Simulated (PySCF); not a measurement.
C3H5BFNO, SMILES C/N=C/B(F)C=O. The structure is a stationary point at B3LYP-D3(BJ)/def2-SVP. The structure was generated by enumeration; whether it is a known compound was not checked. The values are those of a single conformer.

Computed equilibrium geometry at B3LYP-D3(BJ)/def2-SVP (PySCF confirms it by a frequency run) as bond lengths and angles, and its point group (one conformer of several):
point group Cs.
Atoms: C1 N2 C3 B4 F5 C6 O7 H8 H9 H10 H11 H12. Bond lengths (Å): C1–N2 1.439, C1–H8 1.109, C1–H9 1.104, C1–H10 1.104, N2–C3 1.280, C3–B4 1.563, C3–H11 1.111, B4–F5 1.322, B4–C6 1.610, C6–O7 1.216, C6–H12 1.126. Bond angles (°): N2–C1–H8 114.3, N2–C1–H9 108.9, N2–C1–H10 108.9, H8–C1–H9 109.3, H8–C1–H10 109.3, H9–C1–H10 105.8, C1–N2–C3 119.1, N2–C3–B4 119.9, N2–C3–H11 121.3, B4–C3–H11 118.8, C3–B4–F5 121.7, C3–B4–C6 120.6, F5–B4–C6 117.7, B4–C6–O7 121.0, B4–C6–H12 119.2, O7–C6–H12 119.8.
